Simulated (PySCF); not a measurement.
Computed IR spectrum (relative IR intensity) of a molecule C2H8O2Si. Coordinates come from a PBE-D3(BJ)/def2-SVP optimisation. One conformer was computed; it need not be the lowest. Level of theory: PBE-D3(BJ)/def2-SVP (PySCF 2.14.0). Frequencies are harmonic and unscaled.

Lines under 2 % of the strongest are left out, and lines within 2 cm⁻¹ are merged.

| ν (cm⁻¹) | relative intensity |
|---|---|
| 100 | 2.2 |
| 205 | 46 |
| 267 | 9.1 |
| 353 | 6.3 |
| 501 | 71 |
| 601 | 12 |
| 641 | 22 |
| 665 | 5.8 |
| 718 | 49 |
| 757 | 22 |
| 797 | 40 |
| 825 | 68 |
| 867 | 100 |
| 913 | 43 |
| 1042 | 53 |
| 1142 | 15 |
| 1217 | 17 |
| 1230 | 2.4 |
| 1367 | 34 |
| 1382 | 2.5 |
| 1410 | 12 |
| 2134 | 94 |
| 2867 | 36 |
| 3002 | 11 |
| 3068 | 2.4 |
| 3077 | 2.1 |
| 3618 | 33 |
| 3783 | 51 |

### Question
Which structure fits?
(A) COC[SiH2]O
(B) OC[C@@H](O)[SiH3]
(C) C[Si@H](O)CO
(D) C[C@H](O)[SiH2]O

### Answer
C, C[Si@H](O)CO
